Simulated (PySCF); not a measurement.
Geometry:
```tsv
atom	x (Å)	y (Å)	z (Å)
O1	1.302	1.913	-1.185
S2	1.067	1.640	0.237
C3	1.638	-0.059	0.524
C4	0.928	-1.160	0.355
C5	-0.495	-1.236	-0.089
C6	-1.026	0.077	-0.659
C7	-0.764	1.223	0.293
F8	-1.105	0.925	1.586
H9	2.665	-0.087	0.852
H10	1.386	-2.119	0.569
H11	-1.100	-1.532	0.775
H12	-0.594	-2.026	-0.837
H13	-2.094	-0.014	-0.865
H14	-0.513	0.326	-1.591
H15	-1.298	2.137	0.013
```

Geometry: GFN2-xTB; GIAO shifts from PySCF 2.14.0 with density-fitted response routines, gas phase, non-relativistic, averaged over equivalent atoms.

At CAM-B3LYP/pcSseg-0 (90 basis functions, 18 s wall time on 1 thread of an Intel Xeon, shared host):
| atoms | δ (ppm) |
| --- | --- |
| O1 | 96.7 |
| C4 | 150.6 |
| C3 | 145.0 |
| C7 | 114.5 |
| C5 | 23.7 |
| C6 | 20.0 |
| F8 | -217.8 |
| H10 | 6.90 |
| H9 | 6.26 |
| H15 | 5.58 |
| H14 | 3.02 |
| H11 | 2.72 |
| H13 | 2.34 |
| H12 | 2.21 |

δ = σ(ref) − σ, references computed at the same level: $^{17}$O (σ = 343.58 ppm) vs H2O; TMS for $^{13}$C (σ = 194.35 ppm) and $^{1}$H (σ = 33.32 ppm); CFCl3 for $^{19}$F (σ = 187.40 ppm).

Q: Predict the values at PBE0/pcSseg-1 on the same geometry.

A: 
| atoms | δ at PBE0/pcSseg-1 | change |
| --- | --- | --- |
| O1 | 77.5 | -19.2 |
| C4 | 144.8 | -5.8 |
| C3 | 139.3 | -5.7 |
| C7 | 106.3 | -8.2 |
| C5 | 25.6 | +1.9 |
| C6 | 20.9 | +0.9 |
| F8 | -225.7 | -7.9 |
| H10 | 6.83 | -0.07 |
| H9 | 6.73 | +0.47 |
| H15 | 5.59 | +0.01 |
| H14 | 3.04 | +0.02 |
| H11 | 2.69 | -0.03 |
| H13 | 2.10 | -0.24 |
| H12 | 2.26 | +0.05 |

Referencing at the same level of theory: $^{17}$O (σ = 336.08 ppm) vs H2O; TMS for $^{13}$C (σ = 186.93 ppm) and $^{1}$H (σ = 31.72 ppm); $^{19}$F (σ = 170.95 ppm) vs CFCl3.

The largest change is at O1 (S=O oxygen). Cost: 178 basis functions, 52 s wall time on 1 thread of an Intel Xeon, shared host. The order of the carbon signals is the same at both levels.

Unscaled 19F shifts against computed CFCl3 carry errors that often reach 10 to 50 ppm. Experimental scales use liquid or dissolved standards, which lie at an offset from isolated H2O (liquid H2O: subtract about 36 ppm).
